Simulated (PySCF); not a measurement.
CH5AsGa (SMILES [CH3][Ga+][AsH2]), charge +1, singlet, at a GFN2-xTB geometry (such geometries of metal compounds can be far from the true shape). Base run: DF-BLYP/3-21G in PySCF.

PySCF was given this input:
```python
from pyscf import gto, scf, dft

mol = gto.Mole()
mol.atom = '''
    Ga   -0.26480194    0.69918643   -0.52061264
    C    -0.83543884    2.30076768   -1.71543877
    H    -1.70711157    2.79755934   -1.27679112
    H    -1.09230900    1.94070960   -2.71727407
    H    -0.01152453    3.01875020   -1.79098556
    As    0.51746235   -1.22006838    0.91834543
    H    -0.39845149   -2.08947204    0.08418954
    H    -0.64536779   -0.88467631    1.82708655
'''
mol.basis = '3-21g'
mol.charge = 1
mol.verbose = 4
mol.build()

mf = dft.RKS(mol)
mf.xc = 'blyp'
mf = mf.density_fit(auxbasis='def2-universal-jkfit')
mf.kernel()
mf.analyze()
```

Variants of this job, named by their change:

| change | basis functions | E (Eh) | HOMO (eV) | HOMO-LUMO gap (eV) | core-seconds (rough) |
|---|---|---|---|---|---|
| base | 63 | -4181.20352 | -11.54 | 4.04 | 8 |
| basis = LANL2DZ | 35 | -48.94840 | -11.77 | 4.04 | 5 |
| basis = 6-31G | 73 | -4200.94193 | -11.65 | 3.96 | 10 |
| basis = 6-31G* | 88 | ? | ? | ? | 10 |
| basis = def2-SV(P) | 88 | -4201.11321 | -11.75 | 4.02 | 10 |
| basis = pc-1 | 93 | -4201.55118 | -11.79 | 4.05 | 20 |
| basis = pcseg-1 | 93 | ? | -11.79 | 4.05 | 10 |
| basis = cc-pVDZ | 93 | -4201.61698 | -11.71 | 4.02 | 10 |
| basis = def2-SVP | ? | ? | -11.74 | 4.02 | 20 |
| basis = 6-311G** | 136 | -4201.62822 | -11.77 | 4.01 | 20 |
| basis = pcseg-2 | 186 | -4201.81040 | -11.75 | 4.01 | 30 |
| basis = cc-pVTZ | 186 | ? | -11.74 | 4.01 | 30 |
| basis = def2-TZVPP | 197 | -4201.70501 | -11.75 | 4.01 | 30 |

Task: What belongs in the gaps?

Result: 
- basis = 6-31G*, E (Eh): -4201.11359
- basis = 6-31G*, HOMO (eV): -11.70
- basis = 6-31G*, HOMO-LUMO gap (eV): 3.98
- basis = pcseg-1, E (Eh): -4201.23541
- basis = def2-SVP, basis functions: 103
- basis = def2-SVP, E (Eh): -4201.12600
- basis = cc-pVTZ, E (Eh): -4201.77906

Totals compare only among sets that treat the same electrons; sets with core potentials leave the core out.
